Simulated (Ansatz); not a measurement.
A structure relaxed at B3LYP-D4/def2-TZVP in Ansatz, charge 1, doublet:

```xyz
6

Sn   -0.1463   -1.3507    0.1159
Sn    0.1461    1.3499   -0.1166
H    -1.1991   -2.1571   -0.9444
H     1.2123    2.1470    0.9374
H    -0.1898    2.0876   -1.6089
H     0.1768   -2.0767    1.6166
```

Task: Give its formula and point group.

Result: Sn2H4⁺ (the lowest doublet isomer of a short search). Point group C2h (tolerance 0.1 Å).

Task: Summarise the bond lengths by kind (pairs closer than 1.2 times the sum of covalent radii, bridged metal pairs left out).

Result: 1 × Sn–Sn 2.73 Å; 4 × H–Sn 1.70 Å.

In the def2 sets Sn takes a core potential; there is no spin–orbit coupling. The relaxation made no stability test and no search for a lower SCF solution. The structure comes from a short search, and lower isomers may exist.
